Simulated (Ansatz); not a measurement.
# Forces on a displaced structure

BAsH$_{3}$Br (SMILES [AsH2]BBr), closed shell, displaced at random from a GFN2-xTB minimum.

As1  (-1.293, 0.522, -0.025)
B2  (0.670, -0.189, 0.744)
Br3  (1.231, -1.959, 0.236)
H4  (-1.278, -0.550, -1.112)
H5  (-0.482, 1.686, -0.815)
H6  (1.252, 0.565, 1.449)
(Å)

Computed with Ansatz 0.2.0 (basis: def2-TZVPP); correlated methods freeze the cores. Filled d shells of the heavier atoms are correlated. The def2 sets are not built for correlating such inner shells, so the correlated values are less sure here.

CCSD(T) forces from the calculation:
```
atom      Fx      Fy  Fz (eV/Å)
 As1   2.320   0.207      0.097
  B2  -1.982   0.219     -0.970
 Br3   0.054   0.650      0.392
  H4   0.023   0.387     -0.071
  H5  -0.775  -1.160      0.508
  H6   0.360  -0.303      0.044
```

Root-mean-square difference of the force components from those of CCSD(T): PBE0-D4 0.048; wB97M-V 0.043; r2SCAN-D4 0.033; PBE-D4 0.163; LC-wPBE 0.157; CAM-B3LYP-D4 0.045 eV/Å.

No T1 diagnostic of these runs exceeds 0.013.

For scale, one of the runs: CCSD(T)/def2-TZVPP forces, 169 basis functions (an equivalent command: `ansatz run in.yaml --threads 4`). Time: 3.7 min of wall clock on 4 CPU threads; the host was shared. Peak host memory: 2.5 GiB.
